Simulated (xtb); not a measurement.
AlCl3, singlet, geometry from GFN2-xTB (such geometries of metal compounds can be far from the true shape). Base run: GFN0-xTB in xtb.

Here is a job for xtb.
```
$ xtb mol.xyz --gfn 0 --json

# file mol.xyz
4

Al     0.00007163    -0.00003268    -0.01168397
Cl     0.01172470     2.02980854    -0.00262734
Cl     1.75194248    -1.02503148     0.01658624
Cl    -1.76372195    -1.00475207    -0.00502410
```

The base run was repeated with changes; each row names its change, and settings that it needs were set with it.

```json
[
 {"change": "base", "ΔE vs base (kcal/mol)": "0.000", "HOMO-LUMO gap (eV)": "5.82"},
 {"change": "acc = 0.0001", "ΔE vs base (kcal/mol)": "0.000", "HOMO-LUMO gap (eV)": "5.82"},
 {"change": "etemp = 10", "ΔE vs base (kcal/mol)": "0.000", "HOMO-LUMO gap (eV)": "5.82"},
 {"change": "acc = 0.1", "ΔE vs base (kcal/mol)": "0.000", "HOMO-LUMO gap (eV)": "5.82"},
 {"change": "etemp = 10000", "ΔE vs base (kcal/mol)": "(withheld)", "HOMO-LUMO gap (eV)": "5.82"},
 {"change": "etemp = 5000", "ΔE vs base (kcal/mol)": "-0.098", "HOMO-LUMO gap (eV)": "5.82"}
]
```

Q: Fill in the missing entries.

A: 
- etemp = 10000, ΔE vs base (kcal/mol): -6.81
